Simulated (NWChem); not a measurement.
System: C4H7N; SMILES N(=C\C=C)/C

The following NWChem deck was run.

```
start job
memory heap 200 mb stack 900 mb global 1100 mb
geometry units angstroms noautosym nocenter noautoz
  C      0.626402    -2.093417     0.121399
  C     -0.506280    -1.425650    -0.129347
  C     -0.620600     0.044575    -0.140439
  N      0.364127     0.819727     0.092258
  C      0.130891     2.247505     0.053457
  H      1.548073    -1.560593     0.336356
  H      0.659154    -3.178972     0.117839
  H     -1.424466    -1.970294    -0.343691
  H     -1.624864     0.443128    -0.365633
  H      0.793538     2.702413    -0.693826
  H     -0.910700     2.526827    -0.181406
  H      0.401832     2.685086     1.022779
end
basis spherical
  * library 6-31g*
end
dft
  xc b3lyp
  iterations 150
end
cosmo
  do_cosmo_smd true
  solvent toluene
end
task dft energy
```

All runs use the structure optimised with B3LYP/6-31G* (spherical d). B3LYP is NWChem's, with the RPA form of VWN correlation. Solvent: toluene.

Level: B3LYP/6-31G* with SMD (1 M gas to 1 M solution), gas-phase geometry.

Task: What results follow from this input? (B3LYP/6-31G* (spherical d), SMD on the gas-phase geometry.) Quantities: solvation free energy (kcal/mol); cavity-dispersion-structure term (kcal/mol); dipole in solution (D).

Result: The solvation free energy (kcal/mol) is -3.3 and the cavity-dispersion-structure term (kcal/mol) comes out as -0.9. The dipole in solution (D) is 1.39.
